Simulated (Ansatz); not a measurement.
`BS[SiH2]C` + HCl → `C[SiH2]Cl` + `BS` at 700 K and 1 bar (ligand exchange at the Si–S bond).

Gas-phase electronic energies from Ansatz, PBE0-D4/def2-TZVP geometries. CCSD(T)/CBS is the MP2 limit (def2-TZVPP, def2-QZVPP) plus CCSD(T) − MP2 in def2-TZVPP, frozen cores. This one scheme is used for every species. One conformer a species, not always the lowest.

| species | CCSD(T)/CBS energy (Eh) | H − E (kJ/mol) | S (J/(mol·K)) |
| --- | --- | --- | --- |
| `BS[SiH2]C` | -753.95937 | 281.6 | 466.3 |
| HCl | -460.38127 | 38.4 | 211.8 |
| `C[SiH2]Cl` | -789.97638 | 201.9 | 383.2 |
| `BS` | -424.38198 | 115.9 | 297.3 |

H − E and S are ideal-gas, rigid-rotor, harmonic terms from PBE0-D4/def2-TZVP, for one conformer and one mirror image of each species. 1 Eh = 2625.50 kJ/mol, R = 8.31446 J/(mol·K).

By hand: ΔE, ΔH, ΔS and ΔG.

ΔE = (-789.97638) + (-424.38198) − (-753.95937) − (-460.38127) = -0.01772 Eh = -46.5 kJ/mol. Δ(H − E) = 201.9 + 115.9 − 281.6 − 38.4 = -2.2, so ΔH = -48.7 kJ/mol. ΔS = 383.2 + 297.3 − 466.3 − 211.8 = 2.4 J/(mol·K). ΔG = -48.7 − 700 × (2.4)/1000 = -50.4 kJ/mol.

By hand: the equilibrium constant, and the temperature at which ΔG would vanish if ΔH and ΔS stayed fixed.

log₁₀ K = −ΔG/(RT ln 10) = 3.8. ΔH and −TΔS have one sign here, so there is no such temperature. One of them is within its doubt of zero, so this could turn.

The number of gas molecules stays the same, so ΔS is small and ΔH decides. A doubt of 5 kJ/mol in ΔE shifts log₁₀ K by 0.4 here. Other conformers and mirror images would add mixing entropy, several J/(mol·K) or more a flexible species. Modes under 60 cm⁻¹, often nearly free rotors, make the harmonic entropy too high. These are equilibria of isolated gas molecules and say nothing of rates. Largest T1 diagnostic: 0.015 (customary marks: 0.02 for closed shells, 0.045 for open ones).
